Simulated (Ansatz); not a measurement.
Consider the ligand exchange at the Si–Br bond: `O[SiH2][SiH2]Br` + H–F → `O[SiH2][SiH2]F` + HBr.

Computed with Ansatz on PBE0-D4/def2-TZVP structures; ΔE is electronic, products minus reactants. CCSD(T)/CBS adds triple-zeta CCSD(T) − MP2 to the extrapolated MP2 energy (def2 sets, frozen cores). This one scheme is used for every species. DFT in def2-TZVPP. B3LYP here is the variant with VWN-RPA as its local correlation; programs differ in this. For Br outer-core shells are correlated without core-valence functions, which leaves a few kJ/mol of doubt a bond. Scalar relativity is left out up to krypton. Each species was taken in one conformer, which may not be the lowest.

```csv
level,ΔE (kJ/mol),difference from CCSD(T)/CBS
r2SCAN-D4,-23.3,-3.8
PBE0-D4,-13.6,5.9
ωB97X-V,-27.6,-8.1
ωB97M-V,-24.5,-5.0
B2PLYP,-31.8,-12.3
PBE0,-18.5,1.0
B3LYP,-36.8,-17.3
HF/def2-TZVPP,-43.0,-23.5
SCS-MP2/def2-TZVPP,-28.2,-8.7
CCSD/def2-TZVPP,-29.2,-9.7
HF/def2-QZVPP,-45.4,-25.9
MP2/def2-QZVPP,-16.6,2.9
SCS-MP2/def2-QZVPP,-25.8,-6.3
HF/CBS(def2),-45.8,-26.3
MP2/CBS(def2),-13.1,6.4
CCSD/CBS(def2),-23.0,-3.5
CCSD(T)/CBS,-19.5,0
```

Largest T1 diagnostic among the species: 0.012.

In def2-TZVPP, CCSD(T) changes the Hartree–Fock value by +17.3 kJ/mol (the triples alone add +3.5 kJ/mol) and MP2 by +23.7 kJ/mol. The D4 term adds +9.1 kJ/mol with B3LYP and +4.9 kJ/mol with PBE0; it sums over pairs of atoms, weighted by their polarisabilities, and B3LYP, whose exchange is more repulsive, gets the larger term.
